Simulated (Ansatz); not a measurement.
MH2Cl2 with several metals: gap (eV) at several levels, gas phase, relaxed structures; Ansatz. Core potentials for Zr in the def2 sets, no spin–orbit coupling. HOMO and LUMO are taken over both spins. The structures are stationary points that may keep the symmetry of their start.

```
species    state             geometry  PBE-D4/def2-SVP  PBE-D4/def2-TZVP  PBE0-D4/def2-SVP  PBE0-D4/def2-TZVP
 VH2Cl2  doublet     PBE-D4/def2-TZVP             0.59              0.62              4.36               4.34
ZrH2Cl2  singlet     PBE-D4/def2-TZVP             3.75              3.75              6.06               6.05
TiH2Cl2  singlet  r2SCAN-D4/def2-TZVP             3.16              3.15              5.92               5.90
```

**Question.** Estimate the column for r2SCAN-D4/def2-TZVP.

**Answer.** VH2Cl2 1.26; ZrH2Cl2 4.31; TiH2Cl2 3.70.

Over the 3 species that have every level, the mean is 2.50 at PBE-D4/def2-SVP, 2.51 at PBE-D4/def2-TZVP, 3.09 at r2SCAN-D4/def2-TZVP, 5.44 at PBE0-D4/def2-SVP, 5.43 at PBE0-D4/def2-TZVP. Orbital gaps grow with the share of exact exchange and aren't one observable across functionals.
